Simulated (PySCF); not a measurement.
**Pd⁻ (palladium, charge -1): UHF calculation**

Configuration: [Kr] 4d10 5s1, 2S determinant. Calculation: PySCF 2.14, in def2-TZVPPD with the def2 core potential (28 electrons) (6s4p3d2f1g, 56 functions); a scalar-relativistic core potential.

| Quantity | Value |
| --- | --- |
| Total energy | -127.002229 hartree |
| One-electron energy | -232.5818 hartree |
| Hartree (Coulomb) energy | 117.7844 hartree |
| Exchange energy | -12.2048 hartree |
| ⟨S²⟩ | 0.7522 |
| ⟨L²⟩ | 0.000 |
| Sum of ⟨r⟩ | 28.53 bohr |
| Sum of ⟨r²⟩ | 63.29 bohr² |

```json
{"shell": "4s β", "electrons": "1", "mean orbital energy (eV)": "-99.587", "rms radius, mean of both spins (bohr)": "1.02"}
{"shell": "4s α", "electrons": "1", "mean orbital energy (eV)": "-99.475", "rms radius, mean of both spins (bohr)": "1.02"}
{"shell": "4p β", "electrons": "3", "mean orbital energy (eV)": "-60.088", "rms radius, mean of both spins (bohr)": "1.13"}
{"shell": "4p α", "electrons": "3", "mean orbital energy (eV)": "-59.901", "rms radius, mean of both spins (bohr)": "1.13"}
{"shell": "4d β", "electrons": "5", "mean orbital energy (eV)": "-2.480", "rms radius, mean of both spins (bohr)": "1.74"}
{"shell": "4d α", "electrons": "5", "mean orbital energy (eV)": "-2.443", "rms radius, mean of both spins (bohr)": "1.74"}
{"shell": "5s α", "electrons": "1", "mean orbital energy (eV)": "0.706", "rms radius, mean of both spins (bohr)": "4.82"}
```

Energies and moments cover only the electrons outside the core potential. At UHF the highest occupied level has a positive energy, so only the finite basis holds that electron.
